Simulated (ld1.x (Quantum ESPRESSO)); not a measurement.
**Before and after: TM semilocal potential for I (Z = 53)**

```json
{
  "Element": "iodine",
  "Generator": "ld1.x (Quantum ESPRESSO) 7.5",
  "Type": "norm-conserving Troullier–Martins (semilocal form)",
  "Functional": "PBE",
  "Relativity": "scalar-relativistic",
  "Frozen core": "[Kr]",
  "Valence charge": "17",
  "Reference configuration": "4d10 5s2 5p4 (charge +1)",
  "Partial waves": "5s (bound): rc 1.45 bohr; 5p (bound): rc 2.15 bohr; 4d (bound): rc 0.90 bohr",
  "Local potential": "the d channel",
  "Core correction": "none"
}
```

Change: wave 5s (bound): rc 1.45 bohr becomes 5s (bound): rc 1.84 bohr.

Cutoffs: the cutoffs (Ry, on a coarse ladder) from which the occupation-weighted sum of valence levels, in a spherical-Bessel basis at the reference potential, stays within 10 and 1 mRy of its value at 400 Ry; they do not see the model core or the augmentation charge, which bear on the density cutoff. Errors are all-electron minus pseudo energies relative to the spin-unpolarised reference configuration.

Task: Predict the effect on cutoff, ghosts and configuration errors.

Result: The potential gets neither clearly harder nor softer (140 Ry and 160 Ry → 140 Ry and 160 Ry); the d channel sets the loose cutoff, while the largest relative change is in s, which becomes softer; of the 7 tests that both files solve, the error grows in 2 and shrinks in 2 by more than 15 % and 0.3 meV (median size 7.3 → 6.4 meV); neither file shows a bound ghost. A semilocal file is local in each channel, so a ghost entry of none says nothing of the separable form that plane-wave codes build from it.

```csv
quantity,base,changed
"cutoff, loose",140 Ry,140 Ry
"cutoff, tight",160 Ry,160 Ry
loose cutoff by channel (10 mRy a level),"s 35 Ry, p 15 Ry, d 110 Ry","s 25 Ry, p 15 Ry, d 110 Ry"
bound ghosts,none,none
"error for 4d10 5s2 5p5, meV [ΔE -11.13 eV]",+5.6,+5.5
"error for 4d10 5s2 5p3, meV [ΔE 19.85 eV]",-1.0,-1.4
"error for 4d10 5s2 5p2, meV [ΔE 49.17 eV]",+8.7,+6.4
"error for 4d10 5s2 5p5.3, meV [ΔE -12.91 eV]",+7.3,+7.2
"error for 4d9 5s2 5p5, meV [ΔE 47.12 eV]",-277,-324
"error for 4d10 5s1 5p5, meV [ΔE 10.98 eV]",-2.9,-1.5
"error for 4d9 5s2 5p6, meV [ΔE 34.73 eV]",-359,-393
s: phases at 2.34 bohr within 0.05 rad from the reference energy up to (Ry; the scan ends near 5),1.3,2.2
p: phases at 2.34 bohr within 0.05 rad from the reference energy up to (Ry; the scan ends near 5),3.2,3.2
d: phases at 2.34 bohr within 0.05 rad from the reference energy up to (Ry; the scan ends near 5),to the end of the scan,to the end of the scan
```
